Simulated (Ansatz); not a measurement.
Basis sets compared for the cluster GaSn6⁺. Charge 1, multiplicity 1. Geometry B3LYP-D4/def2-SVP. Ansatz on 4 threads of Arm Neoverse V2 on a shared host; times are rough, and most runs start from earlier orbitals.

Cartesian coordinates in Å:
```
Ga -1.643 -0.821 -3.079
Sn -0.782 0.659 -0.534
Sn -0.247 -1.646 1.623
Sn 2.321 -0.039 -0.174
Sn 0.911 0.995 2.187
Sn -1.014 2.922 1.181
Sn 0.454 -2.070 -1.204
```

In the def2 sets Sn takes a core potential; there is no spin–orbit coupling. Another isomer (singlet) lies 0.45 eV lower at PBE0-D4/def2-TZVP; other spin states weren't run for this one.

```
           level  functions  energy (Eh)  HOMO (eV)  LUMO (eV)  wall time
 PBE-D4/def2-SVP        188   -3210.1757      -8.53      -7.04      3.7 s
PBE0-D4/def2-SVP        188   -3210.2303      -9.20      -6.58      8.5 s
```

Q: Estimate the rows for PBE-D4/def2-TZVP (with forces), PBE0-D4/def2-TZVP.

A: 
```tsv
level	functions	energy (Eh)	HOMO (eV)	LUMO (eV)	wall time
PBE-D4/def2-TZVP (with forces)	348	-3210.4596	-8.46	-6.99	11 s
PBE0-D4/def2-TZVP	348	-3210.5116	-9.12	-6.51	28 s
```
